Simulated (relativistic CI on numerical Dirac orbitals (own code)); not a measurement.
## Ru6+ (4d2) in a crystal field

Calculated by Dirac-Coulomb-Breit CI, separate exchange-only KLI orbitals for each configuration, QED by a radiative potential, one configuration in a parametric crystal field, unscaled Slater integrals (own radial code). With so little scaling, terms lie 10 to 35 % too far apart, which can change the order of excited levels.

Field parameters in Wybourne normalisation: D3d B²₀ = −7Dσ, B⁴₀ = −14Dq − 21Dτ, B⁴₃ = −14√(10/7) Dq; D4h B²₀ = −7Ds, B⁴₀ = 21(Dq − Dt), B⁴₄ = 21√(5/14) Dq; Oh B⁴₀ = 21Dq, B⁴₄ = √(5/14) B⁴₀; Td as Oh with Dq negative (B⁴₀ = 21Dq, B⁴₄ = √(5/14) B⁴₀). The field is a parameter set, without covalency.

S is read from ⟨S²⟩ = S(S + 1).

Powder χT (cm³ K mol⁻¹) by Van Vleck's formula, with temperature-independent terms:

| Field | 2 K | 5 K | 10 K | 20 K | 50 K | 100 K | 200 K | 300 K |
| --- | --- | --- | --- | --- | --- | --- | --- | --- |
| D3d, 10Dq = 18300, Dσ = 880, Dτ = 70 cm⁻¹ | 0.037 | 0.0387 | 0.0416 | 0.0473 | 0.0644 | 0.0928 | 0.149 | 0.202 |
| D3d, 10Dq = 44450, Dσ = 510, Dτ = 440 cm⁻¹ | 0.0638 | 0.0659 | 0.0692 | 0.0759 | 0.0961 | 0.13 | 0.197 | 0.262 |
| D4h, 10Dq = 24950, Ds = 1700, Dt = -370 cm⁻¹ | 0.00592 | 0.0148 | 0.0296 | 0.0592 | 0.149 | 0.299 | 0.489 | 0.571 |
| Oh, 10Dq = 32200 cm⁻¹ | 0.00201 | 0.00504 | 0.0101 | 0.0202 | 0.0506 | 0.0915 | 0.148 | 0.195 |
| Td, 10Dq = -10700 cm⁻¹ | 0.478 | 0.479 | 0.48 | 0.482 | 0.487 | 0.496 | 0.515 | 0.533 |

Q: For D3d, 10Dq = 44450, Dσ = 510, Dτ = 440 cm⁻¹: what effective moment follows at 300 K?

A: μ_eff = √(8χT) = 1.45 μB. The ground level has S = 1.00; the spin-only moment for S = 1 is 2.83 μB. The difference comes from the orbital moment, spin-orbit mixing of terms and temperature-independent paramagnetism, all larger in this ionic model than in covalent complexes.
